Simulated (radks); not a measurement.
Values are calculated unless marked as measured or tabulated.
Numerical settings for the potassium ion K3+, [Ne] 3s2 3p4. Level of theory: Dirac Kohn-Sham, PBE, spin-unpolarised, spherical densities, point nucleus; open shells fill j = l - 1/2 first (a radial shooting solver on a logarithmic mesh with Libxc functionals). The defaults (mesh step 0.008 in ln r, mesh end at 40 bohr or more with all orbitals vanishing there, Anderson mixing 0.5 over 9 steps, residual threshold near 1e-9 with the energy settled to 1e-9 hartree or 1e-11 of itself, here a cap of 55 iterations) give E = -599.0425 hartree and 3p3/2 at -54.649 eV in 14 iterations. Run on one thread of a shared host, so times are rough (Arm Neoverse N1): 0.09 s of CPU time, 0.09 s wall, 14 iterations on 2476 mesh points. Changes against that run (0 stands for a change within the tolerance of the run):

setting                    iterations  converged  E (mhartree)  e(3p3/2) (meV)  CPU (s)
mesh step in ln r 0.003            14        yes             0               0     0.22
mesh step in ln r 0.05             14        yes      -0.00339        -0.00925     0.03
mesh step in ln r 0.03             14        yes             0               0     0.04
mesh end (bohr) 8                  14        yes             0               0     0.09
mesh end (bohr) 3                  14        yes          +118       +1.97e+03     0.08
residual threshold 1e-05            9        yes             0          +0.048     0.07
residual threshold 0.001            8        yes             0          -0.691     0.07
mixing 0.05                        15        yes             0               0      0.1
linear mixing, mixing 0.5          30        yes             0               0     0.16
linear mixing, mixing 0.2          55         no             0         -0.0481     0.27
mixing history 20                  19        yes             0               0     0.12
iteration cap 8                     8         no             0          +0.048     0.05

Settings that end as converged yet miss the energy by more than 1 mhartree: mesh end (bohr) 3 (+0.118 hartree). A mesh that ends early acts as a hard wall.
